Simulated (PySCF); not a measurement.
Record of a relaxation.

Compound: C₂H₄GeN₂Si.
Numbering: `[N:1]#[C:2][SiH2:3][GeH2:4][C:5]#[N:6]` (hydrogens: H7, H8 on Si3; H9, H10 on Ge4)

Computed by this run: PBE0-D3(BJ)/def2-SVP geometry optimisation, gas phase (PySCF); density fitting, grid level 1; the optimiser is geomeTRIC in internal coordinates, started from a GFN2-xTB structure with every atom displaced at random (about 0.01 Å). The frame can shift and turn from step to step; on so coarse a grid that alone can change the energy by a few meV, and forces under 0.02 eV/Å are noise.

Step 0: E = -69483.9782 eV, largest atomic force 3.348 eV/Å
```
atom  x, y, z in Å  |  force x, y, z in eV/Å
N1     -3.381   -0.564    0.672   -2.750  -1.676   0.748
C2     -2.443    0.021    0.411    2.814   1.632  -0.793
Si3    -0.860    0.895   -0.011    0.056  -0.452   0.522
Ge4     0.772   -0.798   -0.407   -0.492  -0.379   0.233
C5      2.490   -0.044   -0.498   -0.368   0.113   0.077
N6      3.520    0.465   -0.531    1.197   0.537  -0.062
H7     -1.096    1.702   -1.195   -0.081   0.393  -0.569
H8     -0.485    1.713    1.163    0.061   0.101   0.092
H9      0.893   -1.865    0.664   -0.155  -0.093   0.429
H10     0.640   -1.546   -1.700   -0.284  -0.175  -0.677
```

Step 1: E = -69484.1112 eV, largest atomic force 0.391 eV/Å
```
atom  x, y, z in Å  |  force x, y, z in eV/Å
N1     -3.605   -0.366    0.698    0.212   0.188  -0.104
C2     -2.651    0.245    0.435   -0.299  -0.202   0.150
Si3    -1.043    1.079    0.052   -0.012   0.087  -0.121
Ge4     0.469   -0.730   -0.304    0.092  -0.106  -0.041
C5      2.218    0.099   -0.387   -0.213  -0.218  -0.004
N6      3.247    0.630   -0.419    0.067   0.059  -0.009
H7     -1.229    1.917   -1.168    0.027  -0.065   0.040
H8     -0.651    1.917    1.216    0.008  -0.036   0.031
H9      0.470   -1.713    0.887    0.040   0.149  -0.174
H10     0.221   -1.462   -1.645    0.079   0.144   0.232
```

Step 2: E = -69484.1205 eV, largest atomic force 0.066 eV/Å
```
atom  x, y, z in Å  |  force x, y, z in eV/Å
N1     -3.630   -0.345    0.686    0.010   0.052  -0.038
C2     -2.668    0.252    0.434   -0.006  -0.040   0.052
Si3    -1.048    1.076    0.055   -0.034   0.004  -0.027
Ge4     0.474   -0.727   -0.299    0.013   0.063   0.005
C5      2.219    0.086   -0.392    0.002  -0.039   0.004
N6      3.250    0.615   -0.433   -0.007   0.006  -0.008
H7     -1.223    1.908   -1.166    0.011  -0.013  -0.006
H8     -0.656    1.906    1.225   -0.001  -0.021   0.014
H9      0.489   -1.703    0.880    0.014  -0.009   0.026
H10     0.238   -1.451   -1.626   -0.001  -0.002  -0.022
```

Step 3: E = -69484.1219 eV, largest atomic force 0.057 eV/Å
```
atom  x, y, z in Å  |  force x, y, z in eV/Å
N1     -3.649   -0.325    0.673   -0.037   0.015  -0.016
C2     -2.676    0.259    0.431    0.053  -0.009   0.018
Si3    -1.049    1.072    0.058   -0.024  -0.003  -0.004
Ge4     0.477   -0.727   -0.293   -0.008   0.025   0.007
C5      2.222    0.081   -0.395    0.028   0.004   0.007
N6      3.252    0.611   -0.444   -0.010  -0.002  -0.007
H7     -1.215    1.903   -1.164    0.007   0.002  -0.009
H8     -0.658    1.896    1.233   -0.003  -0.009   0.007
H9      0.500   -1.703    0.886    0.005  -0.009   0.018
H10     0.241   -1.450   -1.621   -0.011  -0.015  -0.024
```

Step 4: E = -69484.1230 eV, largest atomic force 0.051 eV/Å
```
atom  x, y, z in Å  |  force x, y, z in eV/Å
N1     -3.676   -0.290    0.645   -0.041  -0.004   0.001
C2     -2.685    0.270    0.423    0.050  -0.003  -0.008
Si3    -1.048    1.067    0.065    0.001   0.004   0.009
Ge4     0.481   -0.731   -0.283   -0.012  -0.018  -0.006
C5      2.225    0.075   -0.399    0.015   0.025   0.007
N6      3.254    0.606   -0.462   -0.004  -0.005  -0.004
H7     -1.197    1.898   -1.159    0.004   0.013  -0.001
H8     -0.660    1.882    1.246   -0.003   0.004  -0.002
H9      0.514   -1.704    0.899    0.000  -0.003   0.003
H10     0.240   -1.456   -1.611   -0.011  -0.013   0.001
```

Step 5: E = -69484.1235 eV, largest atomic force 0.025 eV/Å
```
atom  x, y, z in Å  |  force x, y, z in eV/Å
N1     -3.691   -0.270    0.624   -0.019  -0.004   0.005
C2     -2.689    0.276    0.416    0.020  -0.004  -0.014
Si3    -1.045    1.064    0.069    0.011   0.005   0.007
Ge4     0.481   -0.736   -0.277   -0.007  -0.023  -0.008
C5      2.225    0.072   -0.403    0.001   0.018   0.003
N6      3.252    0.606   -0.474    0.001  -0.003  -0.002
H7     -1.183    1.899   -1.154    0.004   0.012   0.004
H8     -0.660    1.875    1.255   -0.003   0.005  -0.003
H9      0.520   -1.705    0.909    0.000   0.002  -0.003
H10     0.235   -1.465   -1.602   -0.006  -0.009   0.009
```

Step 6: E = -69484.1239 eV, largest atomic force 0.025 eV/Å
```
atom  x, y, z in Å  |  force x, y, z in eV/Å
N1     -3.706   -0.244    0.593    0.011  -0.004   0.008
C2     -2.691    0.285    0.403   -0.018   0.003  -0.017
Si3    -1.038    1.062    0.076    0.013   0.001   0.002
Ge4     0.481   -0.744   -0.268   -0.002  -0.012  -0.004
C5      2.221    0.069   -0.409   -0.009   0.002  -0.005
N6      3.246    0.606   -0.493    0.003   0.000   0.002
H7     -1.161    1.904   -1.144    0.004   0.006   0.006
H8     -0.659    1.867    1.268   -0.002   0.001   0.000
H9      0.527   -1.707    0.923    0.002   0.005  -0.003
H10     0.225   -1.481   -1.586   -0.001  -0.002   0.011
```

Task: Summarise the path.

Result: The energy falls by 3.36 kcal/mol from step 0 to step 6; nine tenths of that is first reached at step 1. It falls at every step. The largest force goes from 3.348 to 0.025 eV/Å. Among the bonds Ge4–C5 changes most, from 1.878 to 1.926 Å; the atoms move by 0.106 Å rms after alignment.

Task: Follow the three bonds and two angles with the largest change from start to end.

Result: 
```csv
step,E above end (kcal/mol),largest force (eV/Å),Ge4–C5 (Å),Si3–H7 (Å),Ge4–H10 (Å),H9–Ge4–H10 (°),Si3–Ge4–C5 (°)
0,3.36,3.348,1.878,1.452,1.499,105.4,110.4
1,0.29,0.391,1.937,1.492,1.548,111.5,104.7
2,0.08,0.066,1.927,1.488,1.530,111.6,105.4
3,0.04,0.057,1.925,1.487,1.530,111.7,105.7
4,0.02,0.051,1.925,1.487,1.532,111.8,105.9
5,0.01,0.025,1.926,1.487,1.532,111.8,105.8
6,0.00,0.025,1.926,1.488,1.532,111.8,105.5
```

The cost below is that of the whole optimisation. Time: 48 s wall; peak memory 0.52 GiB. Hardware: one thread, Arm Neoverse V2 (aarch64), shared host with 32 logical CPUs at a one-minute load of 30.
